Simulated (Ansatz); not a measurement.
`[NH2][GeH2][OH]` + HI → `[OH][GeH2][I]` + NH₃ at 500 K and 1 bar (ligand exchange at a Ge–N bond).

Calculated with Ansatz (gas phase, PBE0-D4/def2-TZVP geometries, no zero-point term in ΔE). CCSD(T)/CBS adds triple-zeta CCSD(T) − MP2 to the extrapolated MP2 energy (def2 sets, frozen cores). This one scheme is used for every species. def2 core potentials past Kr. For Ge, I outer-core shells are correlated without core-valence functions, which leaves a few kJ/mol of doubt a bond. Scalar relativity is left out up to krypton. Each species was taken in one conformer, which may not be the lowest.

```tsv
species	CCSD(T)/CBS energy (Eh)	H − E (kJ/mol)	S (J/(mol·K))
`[NH2][GeH2][OH]`	-2209.02804	182.2	361.9
HI	-298.03592	28.6	221.6
`[OH][GeH2][I]`	-2450.58625	112.9	367.8
NH₃	-56.50880	108.2	211.8
```

H − E and S are ideal-gas, rigid-rotor, harmonic terms from PBE0-D4/def2-TZVP, for one conformer and one mirror image of each species. 1 Eh = 2625.50 kJ/mol, R = 8.31446 J/(mol·K).

**Question.** By hand: ΔE, ΔH, ΔS and ΔG.

**Answer.** ΔE = (-2450.58625) + (-56.50880) − (-2209.02804) − (-298.03592) = -0.03109 Eh = -81.6 kJ/mol. Δ(H − E) = 112.9 + 108.2 − 182.2 − 28.6 = 10.3, so ΔH = -71.3 kJ/mol. ΔS = 367.8 + 211.8 − 361.9 − 221.6 = -3.9 J/(mol·K). ΔG = -71.3 − 500 × (-3.9)/1000 = -69.3 kJ/mol.

**Question.** By hand: the equilibrium constant, and the temperature at which ΔG would vanish if ΔH and ΔS stayed fixed.

**Answer.** log₁₀ K = −ΔG/(RT ln 10) = 7.2. ΔG = 0 at ΔH/ΔS = 18282 K, far beyond where these terms or the molecules hold.

The number of gas molecules stays the same, so ΔS is small and ΔH decides. A doubt of 5 kJ/mol in ΔE shifts log₁₀ K by 0.5 here. Other conformers and mirror images would add mixing entropy, several J/(mol·K) or more a flexible species. These are equilibria of isolated gas molecules and say nothing of rates. Largest T1 diagnostic: 0.011 (customary marks: 0.02 for closed shells, 0.045 for open ones).
